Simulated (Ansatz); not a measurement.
Abridged output of a molecular run in Ansatz:

```
Functional definition: HF
3625 factors; integrals over basis functions are off by at most 1.0e-3 eV
mean field evaluation 1: about -70090.2038 eV, gradient 5.9e1 eV
mean field evaluation 2: about -70090.7386 eV, gradient 5.9e1 eV
mean field evaluation 4: about -70098.7864 eV, gradient 7.5e0 eV
mean field evaluation 8: about -70098.9225 eV, gradient 4.0e-1 eV
mean field evaluation 16: about -70098.9234 eV, gradient 1.5e-6 eV
mean field -70098.92336067 eV, -2576.0879187478 hartree, gradient 1.5e-6 eV, S^2 0.000000; 0 other end points of the search recorded, 0 dependent functions left out
19 core orbitals not correlated: weight in the atoms' cores, before any rotation towards them, 1.000 or more for the frozen orbitals, at most 0.000 for the correlated occupied ones
reference -70098.92336067 eV, -2576.0879187478 hartree; 39, 39 occupied and 552, 552 virtual orbitals, 3625 factors
second order -59.82817370 eV of doubles, -0.00000000 eV of singles
cycle   1  -60.21093406 eV  change   -3.8e-1 eV  update   1.6e-1
cycle   2  -61.66548629 eV  change    -1.5e0 eV  update   4.5e-2
cycle   3  -61.95566677 eV  change   -2.9e-1 eV  update   2.2e-2
cycle   4  -61.93429379 eV  change    2.1e-2 eV  update   5.0e-3
cycle   5  -61.93226723 eV  change    2.0e-3 eV  update   2.4e-3
cycle   6  -61.93387913 eV  change   -1.6e-3 eV  update   7.9e-4
cycle   7  -61.93333456 eV  change    5.4e-4 eV  update   2.9e-4
cycle   8  -61.93319574 eV  change    1.4e-4 eV  update   9.8e-5
cycle   9  -61.93322723 eV  change   -3.1e-5 eV  update   3.3e-5
perturbative correction -2.44097965 eV, -0.0897043476 hartree
Total energy: -70163.29756755 eV, -2578.4536272163 hartree
```

Its atoms:

Cartesian coordinates in Å:
```
C -0.208 -2.395 -0.137
N 0.906 -1.486 -0.012
C 2.092 -1.930 -0.704
Ge 0.558 0.292 0.153
F 2.156 0.992 0.274
N -0.474 0.502 1.614
C -0.304 -0.332 2.777
C -1.156 1.745 1.876
N -0.204 1.253 -1.192
C -1.555 0.930 -1.583
C 0.608 1.749 -2.277
H -0.509 -2.566 -1.183
H 0.048 -3.372 0.292
H -1.077 -2.014 0.405
H 1.928 -2.077 -1.784
H 2.430 -2.889 -0.292
H 2.900 -1.208 -0.575
H -1.278 -0.641 3.179
H 0.260 -1.230 2.522
H 0.234 0.190 3.581
H -1.208 2.350 0.970
H -2.181 1.559 2.224
H -0.647 2.337 2.651
H -2.126 0.563 -0.726
H -1.603 0.166 -2.375
H -2.065 1.825 -1.962
H 0.174 2.674 -2.677
H 0.686 1.036 -3.114
H 1.614 1.976 -1.926
```

(1) Which basis set was used?
A. def2-TZVPP
B. def2-SVPD
C. cc-pV(Q+d)Z
D. cc-pV(D+d)Z

(2) Write the keys of the input that set method, charge and spin (a neutral closed shell needs none for the last two).

Answers

(1) A. It gives 610 functions.

(2) 
```yaml
correlation: {method: ccsd_t}
```
